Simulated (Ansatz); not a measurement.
Consider the redistribution: `OBO` + `SB[O][AlH][Cl]` → `OB(O)BS` + `[OH][AlH][Cl]`.

Isolated molecules relaxed with PBE0-D4/def2-TZVP in Ansatz; ΔE leaves out vibrations. CBS: MP2 limit from def2 TZ/QZ plus the TZ coupled-cluster correction, frozen cores. This one scheme is used for every species. Functionals use def2-TZVPP. B3LYP here is the variant with VWN-RPA as its local correlation; programs differ in this. Each species was taken in one conformer, which may not be the lowest.

`OBO`:

Cartesian coordinates in Å:
```
O -0.986 0.292 0.371
B 0.330 0.036 0.122
O 0.676 -0.614 -1.013
H -1.131 0.756 1.197
H 1.200 0.369 0.876
H -0.089 -0.839 -1.553
```

`SB[O][AlH][Cl]`:

```xyz
8

S    -2.353   -0.115   -0.228
B    -0.801   -0.230    0.699
O     0.359   -0.152    0.035
Al    1.776    0.120   -0.810
Cl    2.440    2.087   -0.994
H    -3.161   -0.251    0.833
H    -0.831   -0.381    1.887
H     2.571   -1.077   -1.421
```

`OB(O)BS`:

```xyz
9

O     0.078   -1.671    0.908
B     0.175   -0.395    0.423
O     0.988    0.465    1.100
B    -0.654    0.170   -0.961
S    -0.477    1.833   -1.515
H    -0.508   -2.224    0.388
H     1.408    0.052    1.862
H    -1.391   -0.491   -1.637
H     0.380    2.260   -0.567
```

`[OH][AlH][Cl]`:

Z-matrix (Å, degrees):
```
Al
O 1 1.684
Cl 1 2.096 2 119.8
H 1 1.563 2 119.3 3 180.0
H 2 0.956 1 124.3 3 0.0
```

```json
{"level": "PBE-D4", "ΔE (kJ/mol)": "126.5", "difference from CCSD(T)/CBS": "-10.8"}
{"level": "r2SCAN-D4", "ΔE (kJ/mol)": "138.4", "difference from CCSD(T)/CBS": "1.1"}
{"level": "PBE0-D4", "ΔE (kJ/mol)": "133.4", "difference from CCSD(T)/CBS": "-3.9"}
{"level": "B3LYP-D4", "ΔE (kJ/mol)": "143.8", "difference from CCSD(T)/CBS": "6.5"}
{"level": "ωB97X-V", "ΔE (kJ/mol)": "137.9", "difference from CCSD(T)/CBS": "0.6"}
{"level": "ωB97M-V", "ΔE (kJ/mol)": "140.6", "difference from CCSD(T)/CBS": "3.3"}
{"level": "B2PLYP", "ΔE (kJ/mol)": "144.4", "difference from CCSD(T)/CBS": "7.1"}
{"level": "PBE", "ΔE (kJ/mol)": "127.2", "difference from CCSD(T)/CBS": "-10.1"}
{"level": "r2SCAN", "ΔE (kJ/mol)": "138.4", "difference from CCSD(T)/CBS": "1.1"}
{"level": "PBE0", "ΔE (kJ/mol)": "133.9", "difference from CCSD(T)/CBS": "-3.4"}
{"level": "B3LYP", "ΔE (kJ/mol)": "144.9", "difference from CCSD(T)/CBS": "7.6"}
{"level": "HF/def2-TZVPP", "ΔE (kJ/mol)": "166.8", "difference from CCSD(T)/CBS": "29.5"}
{"level": "MP2/def2-TZVPP", "ΔE (kJ/mol)": "141.8", "difference from CCSD(T)/CBS": "4.5"}
{"level": "SCS-MP2/def2-TZVPP", "ΔE (kJ/mol)": "144.7", "difference from CCSD(T)/CBS": "7.4"}
{"level": "CCSD/def2-TZVPP", "ΔE (kJ/mol)": "141.3", "difference from CCSD(T)/CBS": "4.0"}
{"level": "CCSD(T)/def2-TZVPP", "ΔE (kJ/mol)": "137.7", "difference from CCSD(T)/CBS": "0.4"}
{"level": "HF/def2-QZVPP", "ΔE (kJ/mol)": "168.4", "difference from CCSD(T)/CBS": "31.1"}
{"level": "MP2/def2-QZVPP", "ΔE (kJ/mol)": "142.1", "difference from CCSD(T)/CBS": "4.8"}
{"level": "SCS-MP2/def2-QZVPP", "ΔE (kJ/mol)": "145.0", "difference from CCSD(T)/CBS": "7.7"}
{"level": "HF/CBS(def2)", "ΔE (kJ/mol)": "168.6", "difference from CCSD(T)/CBS": "31.3"}
{"level": "MP2/CBS(def2)", "ΔE (kJ/mol)": "141.4", "difference from CCSD(T)/CBS": "4.1"}
{"level": "CCSD/CBS(def2)", "ΔE (kJ/mol)": "140.8", "difference from CCSD(T)/CBS": "3.5"}
{"level": "CCSD(T)/CBS", "ΔE (kJ/mol)": "137.3", "difference from CCSD(T)/CBS": "0"}
```

Largest T1 diagnostic among the species: 0.015.

From PBE to PBE0 (25 % exact exchange), in def2-TZVPP and without D4, ΔE moves by +6.7 kJ/mol. In def2-TZVPP, CCSD(T) changes the Hartree–Fock value by −29.1 kJ/mol (the triples alone add −3.6 kJ/mol) and MP2 by −25.0 kJ/mol.
